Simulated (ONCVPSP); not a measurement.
# bromine (Br): one change to an ONCV potential, before and after

Br (Z = 35), optimised norm-conserving Vanderbilt (ONCV), made with ONCVPSP 4.0.1 (PBE, scalar-relativistic). Core [Ne], reference 3s2 3p6 3d10 4s2 4p4 (charge +1). Waves: 3s+4s: rc 1.00 bohr, ncon 5, nbas 9, qcut 15 1/bohr, 2 projectors; 3p+4p: rc 0.80 bohr, ncon 4, nbas 7, qcut 18.6 1/bohr, 2 projectors; 3d: rc 0.90 bohr, ncon 4, nbas 8, qcut 16.2 1/bohr, 2 projectors, debl 1.8 Ha. Local part: polynomial inside 0.55 bohr (lpopt 5, dvloc0 6 Ha). Core correction: none.

In the d channel the program set the typed energies aside and used -2.863, 0.250 Ha.

All-electron outer shells of the reference configuration (PBE, scalar-relativistic, ld1.x):

```json
{"shell": "2s", "level (eV)": "-1744.38", "outermost node (bohr)": "0.06", "outermost maximum (bohr)": "0.16"}
{"shell": "2p", "level (eV)": "-1539.85", "outermost node (bohr)": "–", "outermost maximum (bohr)": "0.13"}
{"shell": "3s", "level (eV)": "-249.29", "outermost node (bohr)": "0.23", "outermost maximum (bohr)": "0.48"}
{"shell": "3p", "level (eV)": "-184.71", "outermost node (bohr)": "0.21", "outermost maximum (bohr)": "0.48"}
{"shell": "3d", "level (eV)": "-77.92", "outermost node (bohr)": "–", "outermost maximum (bohr)": "0.43"}
{"shell": "4s", "level (eV)": "-30.40", "outermost node (bohr)": "0.67", "outermost maximum (bohr)": "1.41"}
{"shell": "4p", "level (eV)": "-17.47", "outermost node (bohr)": "0.70", "outermost maximum (bohr)": "1.62"}
```

Change: d: rc 0.74.

Cutoffs: the cutoffs (Ha) at which the residual kinetic energy of the hardest occupied pseudo-wave falls to 1 and 0.1 mHa per electron; they do not see the model core or the augmentation charge, which bear on the density cutoff. Errors are all-electron minus pseudo energies relative to the spin-unpolarised reference configuration.

**Question.** Predict the effect on cutoff, ghosts and configuration errors.

**Answer.** The potential gets harder (117 Ha and 132 Ha → 299 Ha and 446 Ha); the errors of the 4 common tests hardly move; neither file shows a bound ghost. A smaller radius makes the pseudo-wave follow the all-electron one further in, where it bends more sharply, so more plane waves are needed.

| quantity | base | changed |
| --- | --- | --- |
| cutoff, loose | 117 Ha | 299 Ha |
| cutoff, tight | 132 Ha | 446 Ha |
| loose cutoff by channel | s 79 Ha, p 76 Ha, d 117 Ha | s 79 Ha, p 76 Ha, d 299 Ha |
| bound ghosts | none | none |
| GHOST(+) flags under 300 eV | none | none |
| error for 3s2 3p6 3d10 4s2 4p5, meV [ΔE -12.55 eV] | +0.7 | +0.7 |
| error for 3s2 3p6 3d10 4s2 4p3, meV [ΔE 22.76 eV] | -1.7 | -1.7 |
| error for 3s2 3p6 3d10 4s2 4p2, meV [ΔE 56.74 eV] | -4.9 | -4.5 |
| error for 3s2 3p6 3d10 4s2 4p4.5, meV [ΔE -7.48 eV] | +0.5 | +0.5 |
| s: phases at 1.01 bohr within 0.05 rad from the reference energy up to (Ha; the scan ends near 5) | to the end of the scan | to the end of the scan |
| p: phases at 0.81 bohr within 0.05 rad from the reference energy up to (Ha; the scan ends near 5) | to the end of the scan | to the end of the scan |
